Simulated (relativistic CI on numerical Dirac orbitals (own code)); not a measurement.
What each ingredient does to the levels of Dy LVII

Base calculation: Dirac-Coulomb-Breit CI, orbitals from a KLI potential per configuration, QED by a radiative potential, unscaled Slater integrals.

CI space (outside the closed core 1s2): 2s2.2p6, 2s2.2p5.3s, 2s2.2p5.3p, 2s2.2p5.3d, 2s.2p6.3s, 2s.2p6.3p, 2s.2p6.3d, 2s2.2p5.4s, 2s2.2p5.4p, 2s2.2p5.4d, 2s2.2p5.4f, 2s2.2p4.3s2, 2s.2p6.4s, 2s.2p6.4p, 2s2.2p4.3s.3p, 2s.2p6.4d. Levels of other configurations are missing.

Variants: (1) valence Slater integrals scaled by 0.9; (2) QED terms removed. Shifts of the energy above 2s2.2p6 1S_0, in eV, for the lowest level and the first level of each name with at least 55 % of one term (blank where a level changes its place among those of its configuration and J or its character, or is not in the variant):

```
           Level     Base   Δ(1)    Δ(2)
    2s2.2p6 1S_0     0.00   0.00    0.00
2s2.2p5.3s 3P°_2  6516.71  +0.31   -1.96
2s2.2p5.3s 1P°_1  6524.02  -0.39   -1.95
 2s2.2p5.3p 3D_3  6863.24  +0.52   +1.02
 2s2.2p5.3p 1P_1  6863.45  +0.57   +1.03
 2s2.2p5.3p 3P_2  6874.29  -0.47   +1.03
 2s2.2p5.3p 1S_0  6922.90  -5.01   +1.02
2s2.2p5.3d 3P°_0  7000.66  +1.70   +1.56
2s2.2p5.3d 3P°_1  7009.12  +0.85   +1.56
2s2.2p5.3d 3D°_2  7017.74  -0.23   +1.56
2s2.2p5.3d 3F°_4  7058.93  +0.82   +1.42
2s2.2p5.3d 3D°_3  7073.64  -0.52   +1.42
2s2.2p5.3d 1P°_1  7099.83  -3.37   +1.42
2s2.2p5.3s 3P°_0  7338.98  +0.45   -2.99
2s2.2p5.3s 3P°_1  7342.31  -0.02   -2.99
 2s2.2p5.3p 3D_1  7461.44  +0.65   +0.28
 2s2.2p5.3p 3P_0  7502.67  -3.56   +0.29
  2s.2p6.3s 3S_1  7754.61  -0.45   +8.45
  2s.2p6.3s 1S_0  7777.14  -2.14   +9.07
2s2.2p5.3d 3F°_2  7832.75  +0.47   +0.52
 2s.2p6.3p 3P°_0  7876.00  +0.02  +12.30
 2s.2p6.3p 3P°_1  7882.56  -1.23  +10.81
```

At this charge energies of transitions that change n are usually good to better than 1 %, and those within a shell (Δn = 0) to a few per cent.

Ionisation energy from the two ground configurations alone: base 12079.5 eV. The NIST ASD value (theoretical) is 12081 eV.

LS names give the leading component of a level, which can be under half, so a name can repeat, a term be missing and a line seem to break the LS rules.
